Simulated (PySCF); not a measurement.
## Two-component Hartree-Fock for Os⁵⁰⁺ (osmium, charge +50)

Start: [Ar] 3d8; 3d3/2 filled at m_j = -3/2, -1/2, +1/2, +3/2; 3d5/2 filled at m_j = -1/2, +1/2, +3/2, +5/2. Calculated with PySCF 2.14 in an uncontracted even-tempered set (15 s from 13 bohr⁻², ratio 2.8; 13 p from 17 bohr⁻², ratio 2.8; 8 d from 17 bohr⁻², ratio 2.8; 3 f from 62 bohr⁻², ratio 3): generalised Hartree-Fock with the X2C-1e Hamiltonian and a Gaussian nucleus; one run each with spin-orbit coupling (SO) switched off, then screened by Boettger's factors.

```json
{"spinor shell": "1s1/2", "electrons": "2", "ε, spin-free (eV)": "-77169.1", "ε, screened SO (eV)": "-77143.1", "weight of nominal j (screened SO)": "1.000", "rms radius, screened SO (bohr)": "0.0200"}
{"spinor shell": "2s1/2", "electrons": "2", "ε, spin-free (eV)": "-15898.7", "ε, screened SO (eV)": "-15889.7", "weight of nominal j (screened SO)": "1.000", "rms radius, screened SO (bohr)": "0.0807"}
{"spinor shell": "2p1/2", "electrons": "2", "ε, spin-free (eV)": "-14224.1", "ε, screened SO (eV)": "-15332.4", "weight of nominal j (screened SO)": "1.000", "rms radius, screened SO (bohr)": "0.0685"}
{"spinor shell": "2p3/2", "electrons": "4", "ε, spin-free (eV)": "-14224.1", "ε, screened SO (eV)": "-13777.8", "weight of nominal j (screened SO)": "1.000", "rms radius, screened SO (bohr)": "0.0760"}
{"spinor shell": "3s1/2", "electrons": "2", "ε, spin-free (eV)": "-5706.6", "ε, screened SO (eV)": "-5703.9", "weight of nominal j (screened SO)": "1.000", "rms radius, screened SO (bohr)": "0.201"}
{"spinor shell": "3p1/2", "electrons": "2", "ε, spin-free (eV)": "-5199.7", "ε, screened SO (eV)": "-5468.2", "weight of nominal j (screened SO)": "1.000", "rms radius, screened SO (bohr)": "0.192"}
{"spinor shell": "3p3/2", "electrons": "4", "ε, spin-free (eV)": "-5199.7", "ε, screened SO (eV)": "-5089.3", "weight of nominal j (screened SO)": "1.000", "rms radius, screened SO (bohr)": "0.207"}
{"spinor shell": "3d3/2", "electrons": "4", "ε, spin-free (eV)": "-4681.7", "ε, screened SO (eV)": "-4727.7", "weight of nominal j (screened SO)": "0.995", "rms radius, screened SO (bohr)": "0.179"}
{"spinor shell": "3d5/2", "electrons": "4", "ε, spin-free (eV)": "-4681.7", "ε, screened SO (eV)": "-4647.6", "weight of nominal j (screened SO)": "0.997", "rms radius, screened SO (bohr)": "0.183"}
```

```
   quantity     spin-free   screened SO
E (hartree)  -15245.62235  -15269.72037
        M_J             4             4
       ⟨J²⟩        20.000        20.000
       ⟨L²⟩        12.000        13.161
       ⟨S²⟩         2.000         1.795
```

Each row is a mean over spinors that exchange with the open shell spreads, by up to 39.940 eV (3p3/2).

Breit and QED terms are absent; they matter most for the inner s and p1/2 levels.

Densities and radii are taken from the X2C orbitals without a picture-change correction, which distorts them close to the nucleus.

Without spin-orbit coupling the j labels of p, d and f shells carry no meaning; the spin-free column gives the mean over the occupied spinors of each nl shell.
